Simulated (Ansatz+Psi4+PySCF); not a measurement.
Results of a calculation; reference values are marked as such.
A run of Psi4 1.11 on triplet NiO at this shape:

```yaml
atoms:
  - { symbol: Ni, position_ang: [0.0000, 0.0000, 0.0000] }
  - { symbol: O, position_ang: [1.5916, 0.3228, -0.0993] }
```

Its results:

| Item | Value |
| --- | --- |
| Converged | yes |
| Total energy | -1581.62486 hartree |
| Spin squared of the determinant | 2.000 |
| Occupied orbitals by symmetry in an Abelian subgroup (alpha; beta) | 10 A1 1 A2 4 B1 4 B2; 9 A1 1 A2 4 B1 3 B2 |

(1) Which input gives this output? Name the method, the orbitals and the basis set, and write the input.

Results:

(1) ROHF in cc-pVTZ.

```
molecule {
0 3
Ni 0.000000 0.000000 0.000000
O 1.591600 0.322800 -0.099300
}

set basis cc-pVTZ
set reference rohf
set scf_type pk
energy('scf')
```

This is not the lowest solution: another run reaches a determinant 0.39 eV lower. Caution: another spin multiplicity may lie lower; an unrestricted determinant lies well below.
